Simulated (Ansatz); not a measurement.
A geometry optimisation of CBZn with BLYP-D3(BJ)/def2-SVP

The starting geometry of this gas-phase doublet was optimised with GFN2-xTB; its bonds are those of `B#[C][Zn]`.

```xyz
3

C    -2.4213    1.6620    0.2486
B    -1.9044    1.1341   -0.8305
Zn   -3.1895    2.4431    1.8505
```

Q: Predict what it relaxes into with BLYP-D3(BJ)/def2-SVP.

A: It rearranges to `[B]1=[C][Zn]1`. Contacts that close: B2–Zn3 (3.25 → 2.15 Å).

The energy falls by 0.80 eV over 12 steps:

| step | E − E(last) (eV) |
| --- | --- |
| 1 | 0.803 |
| 2 | 0.570 |
| 3 | 0.514 |
| 5 | 0.468 |
| 6 | 0.410 |
| 7 | 0.290 |
| 8 | 0.134 |
| 10 | 0.018 |
| 11 | 0.000 |
| 12 | 0.000 |

Final geometry (Å):

```tsv
atom	x (Å)	y (Å)	z (Å)
C	-2.0141	2.3534	0.0154
B	-2.3400	0.9835	-0.2528
Zn	-3.1611	1.9024	1.5061
```

No frequencies were run, so the end isn't proven a minimum. Open shells are spin-unrestricted. Run with Ansatz 0.2.0, 120 s on 1 thread of Intel(R) Xeon(R) 6975P-C (Granite Rapids), on a shared host.
